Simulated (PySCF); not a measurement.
C2H3O2 (SMILES [CH2]C(=O)O), doublet, at a GFN2-xTB geometry. Base run: PBE/3-21G (PySCF).

PySCF was given this input:
```python
from pyscf import gto, scf, dft

mol = gto.M(
    atom='''
C     0.04765939    0.08243276   -0.05118241
O     0.27214038    1.15850639   -0.57845970
O    -1.15674511   -0.20174152    0.49367599
H    -1.74941322    0.55735887    0.38773571
C     0.98018779   -0.98897084    0.06432854
H     0.69019151   -1.90286014    0.54732555
H     1.96897649   -0.86938916   -0.33566831
''',
    basis='3-21g',
    spin=1,
    verbose=4,
)

mf = dft.UKS(mol)
mf.xc = 'pbe'
mf.kernel()
mf.analyze()
```

The base run was repeated with changes; each row names its change, and settings that it needs were set with it.

```json
[
 {"change": "base", "basis functions": "42", "E (Eh)": "-226.88933", "HOMO (eV)": "-5.69", "dipole (D)": "1.32"},
 {"change": "basis = x2c-TZVPall; relativity = spin-free X2C", "basis functions": "142", "E (Eh)": "-228.40210", "HOMO (eV)": "-6.39", "dipole (D)": "1.74"},
 {"change": "basis = cc-pVDZ-DK; relativity = none", "basis functions": "71", "E (Eh)": "-228.17280", "HOMO (eV)": "-5.97", "dipole (D)": "1.56"},
 {"change": "basis = ANO-RCC-VDZP; relativity = spin-free X2C", "basis functions": "71", "E (Eh)": "-228.39454", "HOMO (eV)": "-6.35", "dipole (D)": "1.82"},
 {"change": "basis = cc-pVDZ-DK; relativity = spin-free X2C", "basis functions": "71", "E (Eh)": "-228.31622", "HOMO (eV)": "-5.96", "dipole (D)": "1.56"},
 {"change": "basis = cc-pVDZ-DK; relativity = spin-free X2C; nucleus = Gaussian (with nucmod='G')", "basis functions": "71", "E (Eh)": "-228.31619", "HOMO (eV)": "-5.96", "dipole (D)": "1.56"},
 {"change": "basis = x2c-TZVPall; relativity = spin-free X2C; nucleus = Gaussian (with nucmod='G')", "basis functions": "142", "E (Eh)": "-228.40206", "HOMO (eV)": "-6.39", "dipole (D)": "1.74"},
 {"change": "basis = ANO-RCC-VDZP; relativity = spin-free X2C; nucleus = Gaussian (with nucmod='G')", "basis functions": "71", "E (Eh)": "-228.39451", "HOMO (eV)": "-6.35", "dipole (D)": "1.82"},
 {"change": "basis = x2c-TZVPall; relativity = none", "basis functions": "142", "E (Eh)": "-228.25958", "HOMO (eV)": "-6.40", "dipole (D)": "1.75"},
 {"change": "basis = ANO-RCC-VDZP; relativity = none", "basis functions": "71", "E (Eh)": "-228.24495", "HOMO (eV)": "-6.36", "dipole (D)": "1.82"}
]
```

Absolute energies of different levels of theory aren't comparable as measures of quality.

Open shells are given as the SCF converged; they aren't shown to be the lowest states, and a large step between rows can be another state.

Basis sets contracted for a relativistic Hamiltonian are a mismatch without it, so the rows without relativity aren't non-relativistic limits. No row has spin-orbit coupling; sets with core potentials leave out the core electrons.
